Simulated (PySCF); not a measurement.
**Electron correlation in Hf⁴⁵⁺ (hafnium, charge +45)**

Starting occupation: [Ar] 3d9, 3d3/2 with m_j = -3/2, -1/2, +1/2, +3/2, 3d5/2 with m_j = -3/2, -1/2, +1/2, +3/2, +5/2. Computed with PySCF 2.14 in an even-tempered Gaussian basis (16 s from 11 bohr⁻², ratio 2.8; 13 p from 14 bohr⁻², ratio 2.8; 8 d from 14 bohr⁻², ratio 2.8; 3 f from 52 bohr⁻², ratio 3), with X2C-1e with screened-nucleus spin-orbit coupling, Gaussian nucleus. Frozen: [Ne]; 17 electrons correlated; the 80 highest virtual spinors left out.

MP2 pair energies summed by pair of shells (mhartree):

| pair | energy | share (%) |
| --- | --- | --- |
| 3d3/2-3d5/2 | -151.98 | 24.9 |
| 3d5/2-3d5/2 | -86.20 | 14.2 |
| 3d5/2-3p3/2 | -76.72 | 12.6 |
| 3d3/2-3p3/2 | -57.37 | 9.4 |
| 3d3/2-3d3/2 | -55.79 | 9.2 |
| 3d5/2-3p1/2 | -28.28 | 4.6 |
| 3p3/2-3p3/2 | -26.12 | 4.3 |
| 3p1/2-3p3/2 | -25.95 | 4.3 |
| 3d5/2-3s1/2 | -23.26 | 3.8 |
| 3d3/2-3p1/2 | -21.97 | 3.6 |
| 3d3/2-3s1/2 | -18.85 | 3.1 |
| 3p3/2-3s1/2 | -17.22 | 2.8 |
| 3p1/2-3s1/2 | -8.69 | 1.4 |
| 3p1/2-3p1/2 | -6.31 | 1.0 |
| 3s1/2-3s1/2 | -4.42 | 0.7 |

Total MP2 correlation energy: -609.13 mhartree.

At this charge the one-electron X2C treatment keeps the bare 1/r₁₂, with no two-electron picture change or Breit term. The effect here is smaller than on the frozen 1s shell.
